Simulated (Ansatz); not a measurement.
Ansatz results at the PBE0-D4/def2-TZVP geometry: HOMO–LUMO gap (PBE0/def2-TZVPP) 6.07 eV; HOMO energy (ωB97M-V/def2-TZVPP) -9.26 eV; LUMO energy (PBE0/def2-TZVPP) -0.98 eV.

Each molecule was computed in one conformer, which needn't be the lowest.

(1) Which molecule gave them?
A. `BrB1CCO1`
B. `[SiH3][CH2][GaH][Cl]`
C. `N[SiH2][TeH]`
D. `OB1CC1Br`

Results:

(1) D. The others give `N[SiH2][TeH]`: 5.96, -8.43, -0.40; `BrB1CCO1`: 8.03, -10.47, -0.21; `[SiH3][CH2][GaH][Cl]`: 6.63, -10.32, -1.52.
